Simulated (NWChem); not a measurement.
# SnH3OF; SMILES [OH][SnH2][F]

```xyz
6

Sn    -0.2894     0.0076     0.0000
O      1.0463    -1.4466     0.0000
F      0.8008     1.6143     0.0000
H     -1.1547    -0.0017    -1.4688
H     -1.1547    -0.0017     1.4688
H      1.9452    -1.0951     0.0000
```
Atoms are numbered in this order, from 1.

This is a stationary point of PBE0/def2-SVP with def2 effective core potentials on Sn (NWChem), point group Cs. def2 effective core potentials on Sn; no spin-orbit coupling.

### Question
Is it a minimum? If not, what does it relax to?

### Answer
No. It has an imaginary frequency of 142i cm⁻¹. Following that mode (on a finer grid) lowers the energy by 0.3 kcal/mol and ends, with real frequencies alone, at point group C1:
```xyz
6

Sn    -0.2605     0.0119    -0.0299
O      1.1333    -1.3732    -0.1940
F      0.6801     1.7101    -0.0664
H     -1.1849    -0.1007    -1.4515
H     -1.0220    -0.0230     1.4994
H      1.7836    -1.3400     0.5172
```
